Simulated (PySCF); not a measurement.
B3LYP has the VWN-RPA correlation part, as in Gaussian. Excitations are Tamm–Dancoff values on a coarser integration grid. The basis has no diffuse functions, so Rydberg states are missing or too high.

Cartesian coordinates (Å):
```xyz
10

In     0.0200     0.1476     0.2494
H      0.5890     1.4595    -0.7514
H     -1.6657     0.1083     0.6869
H      1.1782    -0.8205     1.1066
C      0.6042    -1.4032    -2.6494
O     -0.3273    -1.3409    -1.5851
H      0.3838    -2.2523    -3.3158
H      1.5948    -1.5597    -2.2027
H      0.6275    -0.4682    -3.2332
H     -1.2229    -1.2475    -1.9300
```
Charge 0, multiplicity 1.

**Question.** What is the computed S1 excitation (TDA), T1 excitation (TDA), dipole moment, HOMO–LUMO gap, S1 oscillator strength, HOMO, charge on the central atom (Mulliken) and S1–T1 gap (TDA) (B3LYP-D3(BJ)/def2-TZVP // PBE0-D4/def2-SVP in PySCF)?

**Answer.** 
* **S1 excitation (TDA)**: 5.40 eV
* **T1 excitation (TDA)**: 5.12 eV
* **dipole moment**: 3.91 D
* **HOMO–LUMO gap**: 6.33 eV
* **S1 oscillator strength**: 0.001
* **HOMO**: -7.24 eV
* **charge on the central atom (Mulliken)**: 0.43 e
* **S1–T1 gap (TDA)**: 0.29 eV
